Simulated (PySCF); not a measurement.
Molfile (atoms numbered from 1):
```
C5H11FO3Si
     RDKit          3D

 21 20  0  0  0  0  0  0  0  0999 V2000
   -2.1378   -1.3235    0.8491 C   0  0  0  0  0  0  0  0  0  0  0  0
   -1.5500   -0.0965    0.5020 O   0  0  0  0  0  0  0  0  0  0  0  0
   -0.8889   -0.1099   -0.7482 C   0  0  1  0  0  0  0  0  0  0  0  0
   -0.6530    1.2861   -1.2556 C   0  0  0  0  0  0  0  0  0  0  0  0
   -0.7855    2.3654   -0.2275 C   0  0  0  0  0  0  0  0  0  0  0  0
   -0.3261    1.4792   -2.4044 O   0  0  0  0  0  0  0  0  0  0  0  0
    0.8551   -0.9118   -0.7168 Si  0  0  2  0  0  4  0  0  0  0  0  0
    0.7592   -2.4674   -0.2650 F   0  0  0  0  0  0  0  0  0  0  0  0
    1.6212   -0.0919    0.4293 O   0  0  0  0  0  0  0  0  0  0  0  0
    2.8784   -0.3111    1.0215 C   0  0  0  0  0  0  0  0  0  0  0  0
   -2.8676   -1.6400    0.0926 H   0  0  0  0  0  0  0  0  0  0  0  0
   -2.6483   -1.1581    1.7966 H   0  0  0  0  0  0  0  0  0  0  0  0
   -1.3944   -2.1166    0.9711 H   0  0  0  0  0  0  0  0  0  0  0  0
   -1.4915   -0.6467   -1.4927 H   0  0  0  0  0  0  0  0  0  0  0  0
   -0.1451    2.1189    0.6156 H   0  0  0  0  0  0  0  0  0  0  0  0
   -0.5171    3.3303   -0.6480 H   0  0  0  0  0  0  0  0  0  0  0  0
   -1.8099    2.3824    0.1375 H   0  0  0  0  0  0  0  0  0  0  0  0
    1.4848   -0.9928   -2.0180 H   0  0  0  0  0  0  0  0  0  0  0  0
    2.9686    0.3717    1.8659 H   0  0  0  0  0  0  0  0  0  0  0  0
    2.9658   -1.3411    1.3687 H   0  0  0  0  0  0  0  0  0  0  0  0
    3.6733   -0.1097    0.3021 H   0  0  0  0  0  0  0  0  0  0  0  0
  1  2  1  0
  2  3  1  0
  3  4  1  0
  4  5  1  0
  4  6  2  0
  3  7  1  0
  7  8  1  0
  7  9  1  0
  9 10  1  0
  1 11  1  0
  1 12  1  0
  1 13  1  0
  3 14  1  6
  5 15  1  0
  5 16  1  0
  5 17  1  0
  7 18  1  6
 10 19  1  0
 10 20  1  0
 10 21  1  0
M  END
```

How the numbers were obtained: NMR shieldings at PBE0/pcSseg-1/GIAO, geometry: GFN2-xTB, in PySCF 2.14.0 with density-fitted response routines (no solvent, non-relativistic Hamiltonian, one conformer, equivalent nuclei averaged).

References, each an isolated molecule treated in the same way: $^{13}$C (σ = 186.93 ppm) against TMS.

Question: Do the $^{13}$C shifts follow the atomic charges (in e)? Tabulate both.

Answer: 
| atoms | hybridisation | δ (ppm) | σ para (ppm) | Hirshfeld | IAO | Mulliken | ESP-fitted |
| --- | --- | --- | --- | --- | --- | --- | --- |
| C4 | sp2 | 214.5 | -280 | +0.16 | +0.39 | +0.13 | +0.72 |
| C3 | sp3 | 88.3 | -160 | -0.05 | -0.26 | -0.20 | -0.36 |
| C1 | sp3 | 60.8 | -119 | -0.04 | -0.20 | -0.03 | -0.19 |
| C10 | sp3 | 53.5 | -106 | -0.02 | -0.20 | -0.00 | -0.27 |
| C5 | sp3 | 31.4 | -98 | -0.13 | -0.48 | -0.23 | -0.51 |

Correlation coefficients of δ with charge over these carbons: Hirshfeld +0.95, IAO +0.96, Mulliken +0.72, ESP-fitted +0.96; with the paramagnetic shielding -1.00. Among the 4 sp3 carbons alone: Hirshfeld +0.60, IAO +0.63, Mulliken +0.03, ESP-fitted +0.39. With so few points, grouped by hybridisation, these coefficients are fragile. Charge is one influence among several: hybridisation and low-lying excitations act through the paramagnetic term.

Shifts are as computed. Against solution values, carbons near 30 ppm lie about +3 ppm off and those near 130 ppm about +5 ppm. Of 1309 compounds with measured shifts, 239 miss one by over three times the rms of a fit or turn the order of signals round; such compounds aren't used in these exercises.
